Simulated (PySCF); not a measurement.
Values are calculated unless marked as measured or tabulated.
**C2H6FOSi**

The system: C2H6FOSi, a small molecule (built as: C site whose three back bonds go to CH2SiH3, F, H; end group O); neutral, doublet. The structure, one conformer, was relaxed in the gas phase by PBE0-D3(BJ)/def2-SVP. No frequency run checks that it is a minimum.

SMILES: [O]C(F)C[SiH3]

```xyz
11

C    -1.334    0.320   -0.361
C    -0.199   -0.687   -0.116
Si    1.435    0.130    0.408
F    -1.476    1.096    0.774
O    -1.156    1.017   -1.454
H    -2.303   -0.228   -0.489
H    -0.043   -1.270   -1.036
H    -0.519   -1.385    0.674
H     1.345    0.691    1.786
H     2.494   -0.924    0.380
H     1.791    1.213   -0.555
```
Atoms count from 1 in this order.

EPR values by unrestricted B3LYP, pcH-1 on C F H O Si.

(1) Predict g and the largest hyperfine couplings. Where does the spin sit?

Results:

(1) g = 2.0021, 2.0085, 2.0241. The spin sits on O5 (83 %, bonded to 1 C) by Mulliken populations.
```csv
atom,isotope,isotropic (MHz),"dipolar, principal values (MHz)"
O5,17O,-50.1,"-252.3, 124.8, 127.5"
H6,1H,277.9,"-9.1, -3.5, 12.6"
C2,13C,69.2,"-10.6, -10.0, 20.6"
C1,13C,-52.2,"-8.2, 3.4, 4.8"
F4,19F,-38.1,"-16.7, -14.7, 31.5"
H7,1H,-7.4,"-6.6, -2.9, 9.5"
```
